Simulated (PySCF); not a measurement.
System (SMILES): [BH] (BH) (closed-shell singlet).
Geometry (B3LYP-D3(BJ)/def2-TZVP, fixed):
```
B
H 1 1.2331
```
Charge 0, spin multiplicity 1.

Basis-set convergence of the mean static polarisability at HF with PySCF. All functions are spherical. Density fitting with generated auxiliary sets. No added dispersion term, no relativity. Reference: the value in aug-cc-pV5Z, 22.79 bohr³. Deviations are taken from unrounded values.

| basis | functions | mean static polarisability (bohr³) | minus reference (%) |
|---|---|---|---|
| cc-pVDZ | 19 | 18.73 | -17.8 |
| pcseg-1 | 19 | 19.62 | -13.9 |
| 6-311G** | 24 | 19.15 | -16.0 |
| 6-311+G** | 28 | 20.58 | -9.7 |
| cc-pVTZ | 44 | 20.35 | -10.7 |
| d-aug-cc-pVDZ | 45 | 22.74 | -0.2 |
| def2-TZVPD | 46 | 22.64 | -0.7 |
| jun-cc-pV(T+d)Z | 53 | 22.58 | -0.9 |
| def2-TZVPPD | 54 | 22.66 | -0.6 |
| aug-cc-pVTZ | 69 | 22.74 | -0.2 |
| cc-pVQZ | 85 | 21.44 | -5.9 |
| def2-QZVPP | 87 | 21.53 | -5.5 |
| pcseg-3 | 93 | 21.89 | -3.9 |
| def2-QZVPPD | 96 | 22.76 | -0.1 |
| aug-cc-pVQZ | 126 | 22.78 | 0.0 |
| aug-pcseg-3 | 134 | 22.77 | -0.1 |
| pcseg-4 | 162 | 22.73 | -0.3 |
| aug-cc-pV5Z | 207 | 22.79 | 0.0 |
